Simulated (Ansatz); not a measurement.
Process, species as SMILES: [N]=C=O → C atom + N atom + O atom
B3LYP-D3(BJ)/def2-TZVP geometries, fixed; electronic energies without zero-point terms.
Largest species:
```xyz
3

N      0.0000     0.0000    -1.2622
C      0.0000     0.0000    -0.0406
O      0.0000     0.0000     1.1348
```
Charge 0, spin multiplicity 2.

Core correlation in the atomisation energy at MP2 with Ansatz (an electronic-structure program), in kcal/mol: frozen core against all electrons. Open shells are unrestricted.

```json
[
 {"basis": "cc-pVDZ", "functions, most": "42", "frozen core": "292.40"},
 {"basis": "cc-pCVDZ", "functions, most": "54", "frozen core": "293.36"},
 {"basis": "cc-pVTZ", "functions, most": "90", "frozen core": "314.21"},
 {"basis": "cc-pwCVTZ", "functions, most": "129", "frozen core": "315.33"},
 {"basis": "cc-pCVTZ", "functions, most": "129", "frozen core": "314.78"},
 {"basis": "cc-pVQZ", "functions, most": "165", "frozen core": "322.27"}
]
```

Question: How large is the core term in each set?

Answer: The largest core-valence set, cc-pCVTZ, gives a core term of 1.37 kcal/mol; the valence set cc-pVQZ, which lacks functions for the core, gives 3.25. By row: cc-pVDZ 1.20, cc-pCVDZ 1.07, cc-pVTZ 6.42, cc-pwCVTZ 1.41, cc-pCVTZ 1.37, cc-pVQZ 3.25.
